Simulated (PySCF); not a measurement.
## Peak assignment

Geometry (Å), atoms numbered from 1 in this order:
```xyz
19

C    -2.121   -1.057    0.007
C    -0.676   -0.655    0.000
C     0.333   -1.617   -0.069
C     1.682   -1.271   -0.078
C     2.051    0.073   -0.016
S     3.731    0.623   -0.021
C     1.048    1.047    0.054
C    -0.304    0.704    0.064
C    -1.351    1.776    0.143
H    -2.641   -0.695    0.909
H    -2.231   -2.150   -0.028
H    -2.664   -0.638   -0.857
H     0.058   -2.674   -0.119
H     2.443   -2.054   -0.134
H     4.294   -0.600   -0.099
H     1.327    2.103    0.103
H    -2.036    1.736   -0.720
H    -0.900    2.777    0.170
H    -1.975    1.662    1.045
```

- geometry from PBE0-D3(BJ)/def2-SVP
- NMR shieldings at PBE0/pcSseg-1/GIAO
- run in PySCF 2.14
- relativity neglected, one conformer, isolated molecule, fast rotation and ring inversion assumed for equivalent nuclei

δ = σ(ref) − σ, references computed at the same level: $^{13}$C (184.41 ppm), $^{1}$H (31.27 ppm) vs TMS.

**Question.** Assign these signals to the numbered atoms. $^{13}$C{$^{1}$H} NMR (computed): δ 142.5 (C), 139.3 (C), 136.6 (C), 135.3 (CH), 130.9 (CH), 128.9 (CH), 22.3 (CH3), 21.4 (CH3).

**Answer.** 
```tsv
δ (ppm)	atoms	environment	reason
142.5	C8	substituted aromatic carbon	–
139.3	C5	aromatic carbon bearing sulfur	–
136.6	C2	substituted aromatic carbon	–
135.3	C3	aromatic CH	the aromatic region
130.9	C7	aromatic CH	–
128.9	C4	aromatic CH	–
22.3	C9	methyl carbon on an aromatic ring	a saturated carbon with 1 carbon neighbour and no heteroatom attached
21.4	C1	methyl carbon on an aromatic ring	–
```

C2 and C3; C9 and C1 lie closer than the usual error of such a calculation, so a measured spectrum could show them in the other order.

**Question.** Assign these signals to the numbered atoms. $^{1}$H NMR (600 MHz, computed): δ 7.00 (d, 1H), 6.97 (s, 1H), 6.79 (d, 1H), 3.40 (br s, 1H), 2.16 (s, 3H), 2.11 (s, 3H).

**Answer.** 
```tsv
δ (ppm)	atoms	environment	reason
7.00	H13	hydrogen on an aromatic CH	it sits in the deshielding region of the aromatic ring current
6.97	H16	hydrogen on an aromatic CH	–
6.79	H14	hydrogen on an aromatic CH	–
3.40	H15	hydrogen on a thiol sulfur	exchangeable, gas-phase position
2.16	H17/H18/H19	hydrogen on a methyl carbon on an aromatic ring	benzylic-type position, deshielded by the ring
2.11	H10/H11/H12	hydrogen on a methyl carbon on an aromatic ring	–
```

H13 and H16; H17/H18/H19 and H10/H11/H12 lie closer than the usual error of such a calculation, so a measured spectrum could show them in the other order.

The OH or NH signal is concentration- and solvent-dependent in practice; the value given is the gas-phase one. Shifts are as computed. Against solution values, carbons near 30 ppm lie about +2 ppm off and those near 130 ppm about +5 ppm; carbons on S a further +3 ppm. Of 1211 compounds with measured shifts, 218 miss one by over three times the rms of a fit or turn the order of signals round; such compounds aren't used in these exercises. Multiplicities follow the n + 1 count of equivalent neighbours, as no J values were calculated; m marks all less simple cases, F and P coupling included.
